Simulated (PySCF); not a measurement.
# SMILES FC(F)CC[SeH], C₃H₆F₂Se

Geometry:
```
atom   x (Å)   y (Å)   z (Å)
  F1  -1.384   0.295  -1.397
  C2  -1.110   0.688  -0.128
  F3  -2.300   0.989   0.441
  C4  -0.413  -0.421   0.642
  C5   0.894  -0.839  -0.012
 Se6   2.278   0.576  -0.016
  H7  -0.521   1.617  -0.186
  H8  -0.244  -0.067   1.661
  H9  -1.087  -1.281   0.678
 H10   1.341  -1.665   0.542
 H11   0.742  -1.145  -1.047
 H12   1.805   1.252  -1.203
```

Theory: GIAO KT3/pcSseg-0 magnetisability, rotational g tensor and spin-rotation constants, non-relativistic, gas phase (PySCF 2.14.0). Geometry: GFN2-xTB.

The calculation is non-relativistic, which matters for the atoms heavier than Zn.

Q: How diamagnetic is it, and how anisotropic?

A: Isotropic -1240 × 10⁻³⁰ J/T², or -74.7 × 10⁻⁶ cm³/mol; principal values -1315, -1219, -1187 × 10⁻³⁰ J/T², anisotropy 116 × 10⁻³⁰ J/T² (root of half the summed squared differences of the principal values). The susceptibility is in cgs units.

Q: Split it along the inertial axes a, b, c into diamagnetic and paramagnetic parts about the centre of mass, with the quadrupole moment.

A: 
```tsv
axis	χ (10⁻⁶ cm³/mol)	diamagnetic (10⁻⁶ cm³/mol)	paramagnetic (10⁻⁶ cm³/mol)	summed x² of all electrons (Å²)	quadrupole Θ (D Å)
a	-76.2	-325.1	248.9	251.0	-11.89
b	-73.7	-1220.5	1146.8	39.9	+8.28
c	-74.2	-1233.9	1159.8	36.7	+3.62
```
Anisotropies 2χaa − χbb − χcc = -4.6 and 2χbb − χaa − χcc = +3.0 × 10⁻⁶ cm³/mol. Θ is traceless in Buckingham's convention.

Q: And the rotational g tensor?

A: 
| axis | rotational constant (GHz) | g | nuclear part | electronic part |
| --- | --- | --- | --- | --- |
| a | 5.1033 | -0.0144 | 0.5822 | -0.5967 |
| b | 0.8985 | -0.0086 | 0.4755 | -0.4841 |
| c | 0.8924 | -0.0072 | 0.4790 | -0.4862 |

Asymmetric top; isotopes 12C, 19F, 1H, 80Se; no vibrational averaging.
